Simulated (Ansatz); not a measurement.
Geometry optimisation, RKS PBE0-D4/def2-SVP in Ansatz 0.2.0.

Input file:

```yaml
crystal:
  periodic: [false, false, false]
  atoms:
    - { symbol: Al, position_ang: [-1.520691, 2.271753, 1.174715] }
    - { symbol: "N", position_ang: [0.138853, -0.135093, -0.125574] }
    - { symbol: C, position_ang: [1.569993, -0.170616, -0.309448] }
    - { symbol: C, position_ang: [-0.503416, -1.425821, -0.203285] }
    - { symbol: S, position_ang: [-1.713867, 2.778574, -0.766142] }
    - { symbol: H, position_ang: [-0.291988, 0.524844, -0.777442] }
    - { symbol: H, position_ang: [-1.510187, 2.015648, 2.726762] }
    - { symbol: H, position_ang: [1.878274, -0.736102, -1.215353] }
    - { symbol: H, position_ang: [1.957461, 0.85574, -0.410265] }
    - { symbol: H, position_ang: [2.069153, -0.634823, 0.559132] }
    - { symbol: H, position_ang: [-0.254719, -2.0425, 0.678081] }
    - { symbol: H, position_ang: [-1.598893, -1.297028, -0.220469] }
    - { symbol: H, position_ang: [-0.219973, -2.004476, -1.110511] }
basis:
  gaussian: { orbitals: def2-SVP }
hamiltonian:
  xc: pbe0
  dispersion: d4
relax:
  f_tol: 0.03
  max_steps: 50
```

Run as:

```bash
$ ansatz run input.yaml --threads 2 --pin off --max-ram 3072MiB --backend cpu --events-out ev --progress --plain --runs-dir out
```

Task: Where does it end, and by what steps?

Result: The forces met the threshold. After 11 steps the energy has fallen by 1.065 eV; H7 moved furthest, 1.35 Å. Joined: Al1–N2 (3.20 → 2.05 Å).

```
step  energy less start (eV)  largest force component (eV/Å)  accepted
   0                  0.0000                           0.441       yes
   1                 -0.1536                           0.497       yes
   2                 -0.3465                           0.575       yes
   3                 -0.5547                           0.457       yes
   4                 -0.7573                           0.320       yes
   5                 -0.8877                           0.241       yes
   6                 -0.9679                           0.600       yes
   7                 -1.0167                           0.382       yes
   8                 -1.0403                           0.144       yes
   9                 -1.0573                           0.201       yes
  10                 -1.0630                           0.102       yes
  11                 -1.0654                           0.015       yes
```

```xyz
13
Properties=species:S:1:pos:R:3
Al -0.946 1.538 0.758
N -0.052 0.042 -0.320
C 1.409 0.048 -0.187
C -0.648 -1.281 -0.113
S -1.668 2.923 -0.547
H -0.307 0.396 -1.250
H -0.722 1.029 2.248
H 1.880 -0.687 -0.859
H 1.793 1.050 -0.427
H 1.682 -0.196 0.851
H -0.480 -1.597 0.927
H -1.732 -1.230 -0.292
H -0.210 -2.034 -0.788
```

The run took 30 s on 2 threads of Intel(R) Xeon(R) Platinum 8488C (Sapphire Rapids), on a shared host, peak memory 0.3 GiB.
